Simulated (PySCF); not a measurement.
C3HF7O3S.
Cartesian coordinates in Å at the PBE0-D3(BJ)/def2-SVP level; atoms count from 1:
```
atom  x, y, z in Å
O1    -2.7560   -1.5830   -0.0189
S2    -2.0268   -0.4254   -0.4570
O3    -2.0906    0.1168   -1.7945
O4    -2.3126    0.7380    0.6106
C5    -0.2299   -0.7742   -0.0895
F6    -0.0902   -0.8779    1.2294
F7     0.0605   -1.9339   -0.6650
C8     0.7119    0.3234   -0.6391
F9     0.1860    1.5331   -0.3578
F10    0.8181    0.1851   -1.9549
C11    2.1362    0.2854   -0.0287
F12    2.1149    0.7208    1.2186
F13    2.6044   -0.9528   -0.0533
F14    2.9292    1.0635   -0.7446
H15   -2.0611    1.5897    0.2160
```

Level of theory: PBE0-D3(BJ)/def2-SVP geometry optimisation, gas phase in PySCF.

Take the most abundant isotopes and a rigid rotor. The values belong to one conformer with, in the numbering `[O:1]=[S:2](=[O:3])([OH:4])[C:5]([F:6])([F:7])[C:8]([F:9])([F:10])[C:11]([F:12])([F:13])[F:14]`, O1–S2–O4–H -163°, O1–S2–C5–F6 -64°, S2–C5–C8–F9 44°.

Give the principal moments of inertia and the rotational constants in GHz.

Ia = 418.39, Ib = 1080.00, Ic = 1117.70 u·Å²; 505379 MHz·u·Å²/I gives 1208, 467.9 and 452.2 MHz, that is A = 1.2079, B = 0.4679, C = 0.4522 GHz.

What kind of rotor is it?

A near-prolate asymmetric top; Ray's κ = -0.958.

Is it planar, by Δ = Ic − Ia − Ib?

Not planar: Δ = Ic − Ia − Ib = -380.69 u·Å². For a rigid frame Δ = −2 Σ m c², so Σ m c² = 190.35 u·Å² lies off the ab plane: 2.43 from hydrogen and 187.92 from heavier atoms. The atom farthest from that plane is 1.55 Å away.

Give the other two planar moments, Paa and Pbb, and the rms extents of the mass along the axes.

Paa = Σ m a² = (Ib + Ic − Ia)/2 = 889.65 and Pbb = Σ m b² = (Ia + Ic − Ib)/2 = 228.05 u·Å². With the mass M = 249.95 u, the rms extents √(P/M) along a, b and c are 1.89, 0.96, 0.87 Å.

Which types of transition are allowed, and where do some lines up to J = 4 fall?

The dipole components are |μa| = 1.87 D, |μb| = 1.40 D, |μc| = 1.51 D. Intensities carry the squares of the components, which stand as 1.00 : 0.56 : 0.66 (a : b : c). Some lines, for components of 0.1 D or more:

```tsv
type	branch	J(Ka,Kc)	MHz	lower level (cm⁻¹)
c	Q	4(1,4) ← 4(0,4)	672	0.307
b	Q	1(1,0) ← 1(0,1)	756	0.031
b	Q	2(1,1) ← 2(0,2)	772	0.092
b	Q	3(2,1) ← 3(1,2)	2198	0.211
b	Q	2(2,1) ← 2(1,2)	2267	0.116
b	Q	4(2,3) ← 4(1,4)	2323	0.329
b	R	2(1,2) ← 1(0,1)	2564	0.031
a	R	3(2,2) ← 2(2,1)	2760	0.192
a	R	3(1,2) ← 2(1,1)	2784	0.118
b	R	3(1,3) ← 2(0,2)	3461	0.092
c	R	3(1,2) ← 2(0,2)	3556	0.092
a	R	4(1,4) ← 3(1,3)	3648	0.208
c	Q	4(3,2) ← 4(2,2)	3736	0.407
b	Q	3(3,0) ← 3(2,1)	3738	0.284
b	Q	3(3,1) ← 3(2,2)	3739	0.284
c	R	3(2,1) ← 2(1,1)	4981	0.118
b	R	3(2,1) ← 2(1,2)	5029	0.116
b	Q	4(4,0) ← 4(3,1)	5234	0.531
c	R	4(2,2) ← 3(1,2)	5880	0.211
b	R	3(3,1) ← 2(2,0)	6499	0.192
c	R	4(3,2) ← 3(2,2)	7420	0.284
b	R	4(3,1) ← 3(2,2)	7420	0.284
b	R	4(4,1) ← 3(3,0)	8915	0.409
```

Estimate the classical rotational partition function at 10 K, 100 K and 200 K.

Point group C1, symmetry number σ = 1; q = (√π/σ)·√((kT/h)³/(ABC)), k/h = 20836.6 MHz/K: 10500 at 10 K, 333000 at 100 K, 943000 at 200 K.

Whether it is a minimum is left open (no frequencies). Constants of a rigid frame at the computed geometry: no zero-point averaging, no centrifugal distortion.

Time: 6.2 min wall. Hardware: Arm Neoverse V2, one thread, no GPU, shared host. This is the geometry optimisation.
